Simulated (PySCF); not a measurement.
**Where the electron goes**

C₅H₁₀Se.
Z-matrix (Å and degrees, PBE0-D3(BJ)/def2-SVP geometry), rows numbered from 1:
```
C 
C   1  1.5134
C   2  1.4979  1  118.06
Se  3  1.7685  2  123.86  1     6.07
C   3  1.5037  2  114.95  1  -172.10
C   5  1.5302  3  111.59  2    91.09
H   1  1.0994  2  111.06  3   -59.19
H   1  1.0999  2  111.08  3    59.71
H   1  1.1002  2  110.43  3  -179.77
H   2  1.1082  1  110.45  3   121.98
H   2  1.1075  1  110.83  3  -123.81
H   5  1.1042  3  109.34  2   -30.02
H   5  1.0994  3  109.33  2  -147.97
H   6  1.1009  5  111.69  3   -59.75
H   6  1.1001  5  110.47  3  -179.80
H   6  1.0997  5  110.23  3    60.42
```

Theory: TDDFT CAM-B3LYP/def2-SVPD, vertical, gas phase, core orbitals frozen in the response (PySCF). Relativistic effects, spin–orbit coupling among them, are left out although an element past zinc is present.

Frontier orbitals with the atoms that hold most of them (Löwdin shares over 4%, at most four atoms; ? is withheld):

| orbital | ε (eV) | atoms |
| --- | --- | --- |
| LUMO+2 | 1.50 | Se4 86% |
| LUMO+1 | 1.12 | Se4 18%, C2 12%, C6 10%, H11 8% |
| LUMO | -1.04 | Se4 41%, C3 38%, C2 6%, C5 4% |
| HOMO | -7.26 | ? |
| HOMO-1 | -8.72 | ? |
| HOMO-2 | -10.70 | Se4 34%, C3 18%, C5 10%, C2 10% |
| HOMO-3 | -11.24 | C5 19%, C6 14%, C3 13%, C1 13% |

(1) Give the leading atoms of the HOMO.

(2) Give the leading atoms of the HOMO-1.

(3) How does S1 compare with the orbital gap of 6.22 eV?

(4) Give energy, strength and leading configuration of S1, S2 and S4, and follow the Löwdin shares of the leading atoms from the occupied to the empty orbital.

## Answers

(1) Se4 (bonded to C) 76%; C3 (bonded to 2 C and Se) 11%.

(2) Se4 (bonded to C) 52%; C3 (bonded to 2 C and Se) 29%; C2 (bonded to 2 C and 2 H) 6%; C5 (bonded to 2 C and 2 H) 4%. By element: selenium 52%, carbon 39% or more.

(3) S1 is at 2.23 eV (f = 0.0001), 4.00 eV below the gap, made of HOMO→LUMO (99%). 

(4) 
- S1 (2.23 eV, f 0.0001), HOMO→LUMO (99%): Se4 76% → 41%, C3 11% → 38%
- S2 (5.00 eV, f 0.222), HOMO-1→LUMO (94%): Se4 52% → 41%, C3 29% → 38%
- S4 (5.69 eV, f 0.0032), HOMO-2→LUMO (92%): Se4 34% → 41%, C3 18% → 38%

Löwdin shares depend on the basis, the more so with diffuse functions.

The run took 3.5 min on Arm Neoverse N1, one thread (shared host).

One conformer stands for the species.
